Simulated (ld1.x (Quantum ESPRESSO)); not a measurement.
## copper: from the effect back to the setting (PAW)

Base potential:

```json
{
  "Element": "Cu (Z = 29)",
  "Generator": "ld1.x (Quantum ESPRESSO) 7.5",
  "Type": "PAW",
  "Functional": "PBE",
  "Relativity": "scalar-relativistic",
  "Frozen core": "[Ne] 3s2",
  "Valence charge": "17",
  "Reference configuration": "3p6 3d10 4s1 4p0",
  "Partial waves": "4s (bound): rcut 2.20, rcutus 2.45 bohr; 4s channel at 0.05 Ry: rcut 2.20, rcutus 2.45 bohr; 3p (bound): rcut 1.10, rcutus 1.30 bohr; 4p (bound, empty): rcut 1.10, rcutus 1.30 bohr; 3d (bound): rcut 1.20, rcutus 1.55 bohr; 3d channel at -0.05 Ry: rcut 1.20, rcutus 1.55 bohr",
  "Local potential": "all-electron potential smoothed inside 1.25 bohr (lloc = -1)",
  "Core correction": "Bessel-smoothed model core, default radius (core density twice the valence density)",
  "Augmentation charge": "BESSEL, radius 0.85 bohr"
}
```

Cutoffs, loose and tight: the cutoffs (Ry, on a coarse ladder) from which the occupation-weighted sum of valence levels, in a spherical-Bessel basis at the reference potential, stays within 10 and 1 mRy of its value at 400 Ry. They do not see the model core or the augmentation charge, which bear on the density cutoff. Test errors are all-electron minus pseudo excitation energies from the reference, over the configurations 3p6 3d10 4s0 4p0; 3p6 3d9 4s0 4p0; 3p6 3d8 4s0 4p0; 3p6 3d9 4s2 4p0; 3p6 3d9 4s1 4p0; 3p5 3d10 4s1 4p0; 3p6 3d10 4s0 4p1; variants that change the core or the reference have their own tests.

Only the scale of all radii but the core radius (base = 1) is moved (1 further runs of the sweep failed or gave no value and are left out):

| scale of all radii but the core radius (base = 1) | cutoff, loose | cutoff, tight | bound ghosts | largest test error (meV) |
| --- | --- | --- | --- | --- |
| 0.83 | 100 Ry | 160 Ry | s | -63 |
| 0.91 | 80 Ry | 140 Ry | s | -73 |
| 1.03 | 60 Ry | 100 Ry | s | -98 |
| 1.09 | 50 Ry | 80 Ry | s | -118 over the solved tests; 1 of 7 tests not solved or not reliable |
| 1.19 | 35 Ry | 70 Ry | none | test run stopped at test 4 of 7 (negative rho), 3 before it not solved |
| 1.23 | 35 Ry | 60 Ry | none | test run stopped at test 4 of 7 (negative rho), 3 before it not solved |
| 1.32 | 30 Ry | 50 Ry | none | -256 over the solved tests; test run stopped at test 4 of 7 (negative rho) |
| 1.37 | 25 Ry | 45 Ry | none | -277 over the solved tests; test run stopped at test 5 of 7 (negative rho), 1 before it not solved |

Problem. One more run gave cutoff, loose: 70 Ry; cutoff, tight: 110 Ry; bound ghosts: s; largest test error (meV): -85. Which value of the scale of all radii but the core radius (base = 1) was used?

Solution. 0.98. The tight cutoff moves one way along this sweep, from 160 Ry at 0.83 to 45 Ry at 1.37, which places the run between 0.91 and 1.03.
